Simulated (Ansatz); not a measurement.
Tuning the range parameter of LC-ωPBE so that −HOMO meets the ionisation energy; basis def2-SVP, Ansatz. System: Si₁₄H₂₀, a nanocrystal cut from cubic silicon. Charge 0, multiplicity 1. Geometry: PBE-D4/def2-SVP. The ionised state is a doublet.

Geometry of the singlet:

```xyz
34

Si   -0.908   -3.416   -0.011
Si    0.192    2.797   -2.147
Si    1.441   -0.783   -1.540
Si   -2.159    0.173   -0.618
Si   -1.576   -1.080    2.973
Si    0.776    1.548    1.436
Si    2.036   -2.034    2.050
Si   -2.036    2.037   -2.048
Si   -0.781   -1.549   -1.437
Si   -0.190   -2.798    2.146
Si    1.577    1.079   -2.972
Si    0.910    3.415    0.010
Si    2.155   -0.172    0.617
Si   -1.446    0.781    1.539
H    -0.035   -4.525   -0.545
H    -2.331   -3.917    0.047
H     0.274    3.994   -3.066
H     2.323   -1.898   -2.053
H    -3.583   -0.330   -0.543
H    -3.003   -1.565    3.051
H    -1.132   -0.686    4.361
H     1.232    1.923    2.827
H     2.935   -3.132    1.536
H     2.505   -1.645    3.431
H    -2.508    1.653   -3.429
H    -2.930    3.136   -1.530
H    -1.237   -1.926   -2.828
H    -0.272   -3.995    3.065
H     1.138    0.688   -4.363
H     3.005    1.562   -3.044
H     2.335    3.909   -0.047
H     0.042    4.529    0.542
H     3.578    0.333    0.538
H    -2.328    1.895    2.054
```

```
ω (1/bohr)  HOMO (eV)  LUMO (eV)  vertical IE (eV)  HOMO + IE (eV)
       0.1      -7.71      -0.57              8.15            0.44
      0.15      -8.21      -0.13              8.37            0.15
       0.2      -8.62       0.17              8.60           -0.02
       0.3      -9.24       0.53              9.02           -0.21
```

Task: Where does the tuning condition hold?

Result: Near ω = 0.19 bohr⁻¹, by linear interpolation.
